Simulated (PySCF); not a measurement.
A structure optimised at PBE-D3(BJ)/def2-TZVP, used in a PySCF frequency run:

```xyz
4

Mg    -0.0017    -1.7441     0.0000
H      0.0060    -3.4484     0.0000
Se    -0.0420     0.6970     0.0000
H      1.4424     0.6804     0.0000
```
Charge 0, spin multiplicity 1.

Write its SMILES, formula and point group.

[MgH][SeH], H₂MgSe, Cs

What are its rotational constants (standard atomic weights)?

230.51, 4.0812, 4.0102 GHz
